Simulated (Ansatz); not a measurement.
PBE exchange is replaced step by step with exact exchange (0 % is PBE, 25 % PBE0; no dispersion term), basis def2-TZVP, Ansatz. System: MoSe2. The state is a singlet with charge 0. Geometry: B3LYP-D4/def2-TZVP.

Geometry of the singlet:

```xyz
3

Mo    0.384   -0.351   -0.702
Se   -1.721   -0.680   -0.058
Se    1.337    1.032    0.759
```

In the def2 sets Mo takes a core potential; there is no spin–orbit coupling. At PBE-D4/def2-TZVP, PBE0-D4/def2-TZVP the restricted singlet is unstable: a solution with broken spin symmetry lies lower. The restricted singlet is unstable towards broken spin symmetry at other levels; at PBE with 5 % exact exchange/def2-TZVP, PBE with 10 % exact exchange/def2-TZVP, PBE with 15 % exact exchange/def2-TZVP, PBE with 35 % exact exchange/def2-TZVP and others this wasn't settled. The geometry of the singlet was relaxed on an unsound state (restricted singlet, unstable towards broken spin symmetry at other levels and untested here). At PBE0-D4/def2-TZVP a triplet of charge 0 lies 0.86 eV below the restricted singlet, each at its own geometry. The structure comes from a short search, and lower isomers may exist.

| exact exchange (%) | HOMO (eV) | LUMO (eV) | gap (eV) |
| --- | --- | --- | --- |
| 0 | -4.37 | -4.28 | 0.09 |
| 5 | -4.62 | -4.11 | 0.51 |
| 15 | -5.17 | -3.81 | 1.36 |
| 25 | -5.76 | -3.52 | 2.24 |
| 35 | -6.36 | -3.23 | 3.13 |
| 50 | -7.26 | -2.79 | 4.47 |

(1) Estimate the row for 10 %.

Results:

(1) 
```tsv
exact exchange (%)	HOMO (eV)	LUMO (eV)	gap (eV)
10	-4.89	-3.96	0.93
```
